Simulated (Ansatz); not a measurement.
Ansatz (a program for electronic structure) input for C₃H₇NSi₂, SMILES [SiH3]C1=C[SiH2]N=C1, PBE/def2-SVPD. Coordinates come from a PBE0-D3(BJ)/def2-SVP optimisation. A frequency run showed that this geometry is not a minimum. The structure was generated by enumeration, and PubChem lists no compound with its InChIKey, so it may never have been made.

Ansatz 0.2 input:
```yaml
crystal:
  periodic: [false, false, false]
  atoms:
    - {symbol: Si, position_ang: [-0.09273197, -2.44271706, -0.00000000]}
    - {symbol: C, position_ang: [-0.03193031, -0.55885804, 0.00000000]}
    - {symbol: C, position_ang: [-1.12355928, 0.24401833, 0.00000000]}
    - {symbol: Si, position_ang: [-0.44832630, 2.00037091, -0.00000000]}
    - {symbol: N, position_ang: [1.25502520, 1.50057934, 0.00000000]}
    - {symbol: C, position_ang: [1.25874161, 0.22360773, -0.00000000]}
    - {symbol: H, position_ang: [-0.80966100, -2.93808947, -1.21339021]}
    - {symbol: H, position_ang: [1.29943528, -2.98527725, -0.00000000]}
    - {symbol: H, position_ang: [-0.80966100, -2.93808947, 1.21339020]}
    - {symbol: H, position_ang: [-2.14611653, -0.14351951, 0.00000000]}
    - {symbol: H, position_ang: [-0.78798922, 2.78824897, 1.21930942]}
    - {symbol: H, position_ang: [-0.78798922, 2.78824897, -1.21930941]}
    - {symbol: H, position_ang: [2.21210894, -0.33533967, 0.00000000]}
basis:
  gaussian:
    orbitals: def2-SVPD
hamiltonian:
  xc: {name: PBE}
```

Output:

```
WARN ansatz: RAYON_NUM_THREADS=2 ignored (pool sized by the plan → 2); use --threads N
Functional definition: PBE
integrals: 0.13 GiB planned
1586 factors; their error is unknown
mean field: 0.87 GiB planned
mean field evaluation 1: about -20437.2710 eV, gradient 6.2e1 eV
mean field evaluation 2: about -20403.8410 eV, gradient 1.2e2 eV
mean field evaluation 4: about -20445.7448 eV, gradient 2.3e1 eV
mean field evaluation 8: about -20447.0215 eV, gradient 3.1e-1 eV
mean field evaluation 16: about -20446.9535 eV, gradient 7.4e-4 eV
mean field -20446.95348340 eV, -751.4116810722 hartree, gradient 2.7e-5 eV, S^2 0.000000; 0 other end points of the search recorded, 0 dependent functions left out
reference -20446.95353939 eV, -751.4116831296 hartree; 30, 30 occupied and 154, 154 virtual orbitals, 1586 factors
Total energy: -20446.95353939 eV, -751.4116831296 hartree
```

The calculation finished and met its thresholds.
